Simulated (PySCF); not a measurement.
A structure optimised at PBE0-D3(BJ)/def2-SVP, used in a PySCF frequency run:

```
C
H 1 1.1033
O 1 1.4651 2 110.09
C 3 1.3695 1 86.90 2 -118.84
C 4 1.3441 3 98.90 1 1.23
H 5 1.0859 4 137.70 3 -179.55
H 4 1.0922 5 140.06 6 -1.05
Si 1 1.8987 2 113.50 3 121.94
H 8 1.4906 1 108.26 2 -175.13
H 8 1.4934 9 110.39 1 -120.80
H 8 1.4954 9 110.00 10 -120.14
```

Problem. Write its SMILES and formula.

Solution. [SiH3][C@@H]1C=CO1, C3H6OSi

Problem. What are its rotational constants (standard atomic weights)?

Solution. 9.6913, 2.9071, 2.5795 GHz
